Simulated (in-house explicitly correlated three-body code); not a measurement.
Computed with an exponentially correlated three-body code. Model: two electrons around a point charge, non-relativistic, variational in 260 exponentially correlated functions (energies converged to about 1e-7 hartree, or 1e-8 relative for large Z).

For two electrons in a singlet the Kohn-Sham orbital is the square root of half the density, so the exact Kohn-Sham potential and energy parts follow from the density alone, and exchange is minus half the Hartree energy. The Kohn-Sham level equals minus the binding energy of the second electron.

Command:
```bash
python run_hyl.py task.json out
```
Settings (lengths in bohr, energies in hartree):
```
Z                      4
interaction_strength   1
functions              260
states_tried           13
```

Cost of the run: 71 s on 1 thread of Arm Neoverse N1 (shared host).

**Those bound S and P states to n = 4 that converged, binding against the one-electron ion.**

Given: nuclear charge 4.

Computed: one-electron threshold -8 hartree.

```
term  energy (hartree)  binding (eV)  quantum defect
1 1S       -13.6555662         153.9         0.10799
2 3S       -9.29716659        35.298         0.13745
2 1S       -9.18487388        32.242        0.051187
2 3P       -9.17497314        31.973        0.042993
2 1P       -9.11077162        30.226       -0.012769
3 3S       -8.54697207        14.884         0.13171
3 1S       -8.51731257        14.077        0.050627
3 3P       -8.51460438        14.003        0.042876
3 1P       -8.49596965        13.496       -0.012165
4 3S                 ?             ?               ?
4 1S       -8.28849462        7.8503        0.050543
4 3P                 ?             ?               ?
4 1P       -8.27959014         7.608       -0.011856
```

(1) What belongs in the row 4 3S?

(2) What belongs in the row 4 3P?

**Electric-dipole lines between converged S and P states, rate of the upper state's decay.**

```
s state  p state  p minus s (eV)  oscillator strength from s  rate (1/s)
   1 1S     2 1P          123.67                     0.55155  1.2201e+11
   1 1S     3 1P           140.4                     0.12685  3.6166e+10
   1 1S     4 1P          146.29                    0.049233  1.5239e+10
   2 1S     2 1P          2.0164                     0.14855  8.7362e+06
   2 1S     3 1P               ?                           ?           ?
   2 1S     4 1P          24.634                    0.082124  7.2082e+08
   3 1S     2 1P         -16.149                   -0.077374  8.7556e+08
   3 1S     3 1P         0.58077                     0.25604  1.2491e+06
   3 1S     4 1P               ?                           ?           ?
   4 1S     2 1P         -22.375                    -0.01595  3.4649e+08
   4 1S     3 1P         -5.6457                    -0.16999  2.3511e+08
   4 1S     4 1P          0.2423                      0.3553      301720
   2 3S     2 3P          3.3251                     0.21314  3.4083e+07
   2 3S     3 3P          21.295                     0.25256  1.6565e+09
   2 3S     4 3P          27.478                    0.071506  7.8092e+08
   3 3S     2 3P         -17.089                   -0.088705   1.124e+09
   3 3S     3 3P         0.88077                      0.3557  3.9911e+06
   3 3S     4 3P          7.0643                     0.26409  1.9062e+08
   4 3S     2 3P         -23.797                    -0.01733  4.2583e+08
   4 3S     3 3P         -5.8273                    -0.19744  2.9092e+08
   4 3S     4 3P         0.35625                     0.48892      897490
```

(3) What belongs in the row 2 1S 3 1P?

(4) What belongs in the row 3 1S 4 1P?

**Exact Kohn-Sham parts of the ground state from its density.**

Computed: total energy -13.6555662 hartree; Hartree energy 4.5533 hartree; exchange energy -2.2766 hartree; DFT correlation energy -0.044274 hartree; kinetic part of the DFT correlation energy 0.041483 hartree; potential part of the DFT correlation energy -0.085757 hartree; exact minus restricted Hartree-Fock -0.044267 hartree; Kohn-Sham level -153.9 eV; dipole polarisability 0.052269 bohr³; C6 of two such species 0.01121 hartree·bohr⁶.

(5) What is the restricted Hartree-Fock level?

(6) What is the Kohn-Sham kinetic?

**Functionals on the exact density and self-consistent, errors are functional minus exact, hybrids only self-consistent, a dash where a self-consistent run leaves the top level unbound.**

```
       result  exchange error (millihartree)  correlation error (millihartree)  functional driven error (millihartree)  density driven error (millihartree)  self consistent total error (millihartree)  top level plus exact binding (eV)
         OLYP                         7.9718                           -4.7807                                  3.1911                              -1.4574                                      1.7337                             21.291
B3LYP VWN-RPA                              -                                 -                                       -                                    -                                           ?                                  ?
       r2SCAN                        -4.3773                             2.696                                 -1.6813                             -0.30476                                      -1.986                             19.374
          PBE                         38.968                           -1.7477                                   37.22                              -1.2265                                      35.994                             21.636
         BLYP                         11.824                           -4.7807                                  7.0431                              -1.5048                                      5.5383                             21.213
     LDA VWN5                              ?                                 ?                                       ?                                    ?                                           ?                                  ?
         AM05                         246.84                           -86.858                                  159.98                              -1.5194                                      158.46                             22.969
         PBE0                              -                                 -                                       -                                    -                                      26.906                             15.955
        M06-L                        -25.689                           -4.6794                                 -30.368                              -2.2909                                     -32.659                              19.14
         BP86                         11.824                           -4.3605                                  7.4633                              -0.7698                                      6.6935                             21.413
```

(7) What belongs in the row B3LYP VWN-RPA?

(8) What belongs in the row LDA VWN5?

Answers

(1) energy (hartree): -8.30045551; binding (eV): 8.1758; quantum defect: 0.12995.

(2) energy (hartree): -8.28736368; binding (eV): 7.8196; quantum defect: 0.042779.

(3) p minus s (eV): 18.746; oscillator strength from s: 0.30587; rate (1/s): 1.5547e+09.

(4) p minus s (eV): 6.4688; oscillator strength from s: 0.32319; rate (1/s): 1.9561e+08.

(5) -154.21 eV.

(6) 13.614 hartree.

(7) self consistent total error (millihartree): 1.3247; top level plus exact binding (eV): 16.64.

(8) exchange error (millihartree): 320.07; correlation error (millihartree): -106.94; functional driven error (millihartree): 213.13; density driven error (millihartree): -2.2594; self consistent total error (millihartree): 210.87; top level plus exact binding (eV): 23.103.

The density-driven part is never positive, since each functional's own density lowers its energy. Here it is small beside the functional-driven part (median ratio 0.089), the normal case.
